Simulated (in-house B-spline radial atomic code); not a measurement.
Results of a calculation; reference values are marked as such.
## Rb in an electron gas of r_s = 2.4: phase shifts, screening, friction and resistivity

A nucleus sits in a uniform electron gas with a rigid positive background. The Kohn-Sham equations are solved self-consistently in the spin-unpolarised LDA (PW92), non-relativistic, on B-splines with outgoing waves at the boundary and partial waves to l = 8. The model has no lattice, no bands and no magnetic solution. Atomic units; δ_l are the phase shifts at the Fermi level, counted so that each bound state adds π, and good to about 0.0005.

The density parameter is r_s = 2.4 bohr, near that of the valence electrons of In (3 per atom, density 7.31 g/cm³, mass 114.82 u, which gives r_s = 2.41).

```json
{"l": "0", "δ_l (rad)": "11.4630"}
{"l": "1", "δ_l (rad)": "8.8569"}
{"l": "2", "δ_l (rad)": "3.9578"}
{"l": "3", "δ_l (rad)": "0.0373"}
{"l": "4", "δ_l (rad)": "0.0032"}
{"l": "5", "δ_l (rad)": "0.0006"}
{"l": "6", "δ_l (rad)": "-0.0001"}
{"l": "7", "δ_l (rad)": "0.0000"}
{"l": "8", "δ_l (rad)": "-0.0001"}
```

Bound levels below the band bottom (hartree): s -10.15, p -7.803, d -3.553, s -0.7979, p -0.2676 and deeper ones.

**Question.** Check the Friedel sum rule, and say where the screening charge sits.

**Answer.** k_F = (9π/4)^(1/3)/r_s = 0.79965. The rule is Z = (2/π) Σ (2l + 1) δ_l. The terms are s 7.298, p 16.915, d 12.598, f 0.166 and 0.021 beyond, in all 36.998 against Z = 37. Bound states hold 8 s, 18 p, 10 d electrons, so the scattering states carry 1.00 in all; where a term is smaller than its bound count, the bound level has drawn weight out of the band.

**Question.** Find the transport cross section and the electronic stopping of a 1 keV Rb ion (mass 85.47 u).

**Answer.** σ_tr = (4π/k_F²) Σ (l + 1) sin²(δ_l − δ_(l+1)). The terms for l = 0 to 3 are 0.2604, 1.9311, 1.4805, 0.0046, all together 3.6767, so σ_tr = 19.652 × 3.6767 = 72.255 bohr². With n = 3/(4π r_s³) = 0.01727, the friction coefficient is Q = n k_F σ_tr = 0.9978. For v well below v_F = 0.800, dE/dx = Q v; with 24801 eV per u at v = 1, v = √(1000/(24801 × 85.47)) = 0.0217, so dE/dx = 0.02167 hartree/bohr = 11.1 eV/nm. The largest term couples the p and d waves.

**Question.** What residual resistivity would 1 atomic per cent of such centres give in In?

**Answer.** Δρ = k_F n_i σ_tr/n in atomic units of 21.74 μΩ·cm. With one host atom per 3 electrons, n_i/n = 0.01/3, so Δρ = 0.7996 × 0.00333 × 72.255 × 21.74 = 4.19 μΩ·cm. This is an atom added to the gas, as on an interstitial site.

**Question.** On a substitutional site the background of one host ion, a sphere holding 3 charges, is taken out. The phase shifts for l = 0 to 4 become 11.1053, 8.6191, 3.3122, -0.0090, -0.0044. What follows?

**Answer.** The Friedel sum is now 34.01, for Z − 3 = 34. The sum in σ_tr is 1.8399, so σ_tr = 36.16 bohr² and Δρ = 2.10 μΩ·cm per atomic per cent, 0.50 times the value above. A real host ion scatters too, so this model doesn't give zero even for the host's own atom.
